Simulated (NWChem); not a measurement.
System: C₄H₅Cl; SMILES C=C=CCCl

```xyz
10

C      0.5219    -2.8408     0.1742
C     -0.0142    -1.7006    -0.1695
C     -0.5579    -0.5557    -0.5033
C     -0.7084     0.5862     0.4538
Cl     0.2864     2.0379    -0.0655
H      1.5881    -3.0245     0.0556
H     -0.0747    -3.6512     0.5889
H     -0.9270    -0.4023    -1.5169
H     -1.7374     0.9496     0.4937
H     -0.3718     0.3218     1.4560
```
Atoms are numbered in this order, from 1.

All runs: NWChem. STO-3G and 3-21G are far too small for this property and stand as cheap habits. The geometry was optimised at B3LYP/6-31G* (spherical d). GIAO values for the isolated, static molecule; σ is the absolute isotropic shielding, δ = σ(reference) − σ with the isolated reference molecule computed at the same levels (13C: tetramethylsilane, 1H: tetramethylsilane).

What does the run give for Hartree-Fock/STO-3G? Quantities: δ C1 (ppm); δ C3 (ppm); δ C4 (ppm); σ Cl5 (ppm); δ H7 (ppm); δ H8 (ppm); δ H10 (ppm).


```
Quantity     Result
-----------  ------
δ C1 (ppm)     83.8
δ C3 (ppm)     85.3
δ C4 (ppm)     48.3
σ Cl5 (ppm)  1037.6
δ H7 (ppm)     4.94
δ H8 (ppm)     4.94
δ H10 (ppm)    2.97
```
